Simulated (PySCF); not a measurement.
A side-by-side comparison of computed properties.

First species: 4-cyclopentene-1,3-dione, C5H4O2.
InChI=1S/C5H4O2/c6-4-1-2-5(7)3-4/h1-2H,3H2

Second species: C6H4NOP.
SMILES: `c1ccncc1P=C=O`

Levels: wB97X-D/def2-SVPD for dipole moment, HOMO energy, LUMO energy, HOMO–LUMO gap, static isotropic polarisability and electronic spatial extent ⟨r²⟩ about the centre of nuclear charge; TDDFT wB97X-D/def2-SVPD for lowest singlet excitation; TDA wB97X-D/def2-SVPD for lowest triplet excitation (Tamm–Dancoff); GFN2-xTB for rotational constant A and rotational constant C. Geometries: GFN2-xTB. All species are isolated and taken at one optimised geometry, non-relativistic unless stated. Electronic properties by PySCF.

Dipoles, sizes and rotational constants follow the conformer. The torsions of the flexible species, by atom-mapped SMILES:
- `[O:1]=[C:2]=[P:3][c:4]1[cH:5][cH:6][cH:7][n:8][cH:9]1`: C2–P3–C4–C5 180°

Problem. Which has the higher HOMO energy?

Solution. The second: -8.31 eV against -9.53 eV, a difference of 1.22 eV.

Problem. Which has the higher ⟨r²⟩?

Solution. The second: 1442 bohr² against 669 bohr², a difference of 773 bohr².

Problem. Which of the two has the higher HOMO–LUMO gap, and by how much?

Solution. The first: 8.39 eV against 7.77 eV, a difference of 0.62 eV.

Problem. Which of the two has the higher static isotropic polarisability, and by how much?

Solution. The second: 103.5 au against 61.7 au, a difference of 41.8 au.

Problem. Which of the two has the higher LUMO energy, and by how much?

Solution. The second: -0.54 eV against -1.14 eV, a difference of 0.60 eV.

Problem. Which has the higher rotational constant C?

Solution. The first: 1.686 GHz against 0.723 GHz, a difference of 0.963 GHz.

Problem. Which of the two has the higher S1 energy, and by how much?

Solution. The first: 3.22 eV against 2.54 eV, a difference of 0.68 eV.

Problem. Which of the two has the higher T1 energy, and by how much?

Solution. The first: 2.82 eV against 2.24 eV, a difference of 0.58 eV.

On the first: Point group C2v permits a dipole; with 1.85 D the species has a pure rotational spectrum. The vertical singlet–triplet gap S1 − T1 is 0.40 eV (TDDFT singlet less Tamm–Dancoff triplet; S1: HOMO→LUMO, weight 0.94; T1: HOMO→LUMO, weight 0.91).

On the second: The polarisability is 15.34 Å³ as a volume (1 au = 0.148185 Å³), or 1.48 au for each of the 70 electrons. The dipole matches unit charges of opposite sign 0.53 Å apart (1 e·Å = 4.8032 D).
